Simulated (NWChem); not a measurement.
CH₅Si, doublet; SMILES C[SiH2]

Results from NWChem. Spin-unrestricted. In the optimisation the excess spin sits in a' (Cs, its own frame). The geometry was optimised at PBE0/def2-SVP, spin-unrestricted. No stability test was run on the SCF state. Vertical excitations in the gas phase; the lowest state need not have the same character in each row. Excited states of an open shell can be spin-contaminated.

```tsv
level	lowest excitation (eV)	lowest state with f > 0.02 (eV)	lowest empty minus highest occupied level, either spin (eV)
PBE/def2-SVP, TDA	…	…	…
B3LYP/def2-SVP, TDA	5.07	5.31	3.17
PBE0/def2-SVP, TDA	5.28	5.28	3.87
LRC-wPBEh/def2-SVP, TDA	5.37	5.37	7.46
```

Q: Complete the blanks.

A: 
- PBE/def2-SVP, TDA, lowest excitation (eV): 4.89
- PBE/def2-SVP, TDA, lowest state with f > 0.02 (eV): 5.14
- PBE/def2-SVP, TDA, lowest empty minus highest occupied level, either spin (eV): 1.82
